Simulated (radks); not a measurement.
Values are calculated unless marked as measured or tabulated.
Species: Bi15+. Configuration: [Xe] 4f14. Code: a radial shooting solver on a logarithmic mesh with Libxc functionals. Model: scalar-relativistic Kohn-Sham, PBEsol, spin-polarised, spherical densities, point nucleus.

Normalised radial functions P(r) = r R(r), r in bohr:

```
   r/bohr * 4d, o 5d (the largest magnitude, 1.72, reaches the edge; | marks zero, & curves that meet)
0.0006069                             &
0.0009127                             &
 0.001373                             &
 0.002048                             &
 0.003079                             &
  0.00463                             &
 0.006963                             &
  0.01047                             &
  0.01562                             o*
  0.02349                             |o*
  0.03533                             | o  *
  0.05312                             |   o    *
  0.07989                             |      o       *
   0.1201                             |      o       *
   0.1792                             o *
   0.2695          *         o        |
   0.4053  *                   o      |
   0.6095             *               |       o
   0.9166                         *   |                  o
    1.367                             *          o
    2.056                             * o
    3.092                             &
```

4d: eigenvalue -724.05 eV, 1 radial node at r = 0.188 bohr, <r> = 0.420 bohr, 90 % of the charge inside 0.624 bohr. 5d (empty): eigenvalue -283.79 eV, 2 radial nodes at r = 0.179, 0.501 bohr, <r> = 0.985 bohr, 90 % of the charge inside 1.40 bohr.
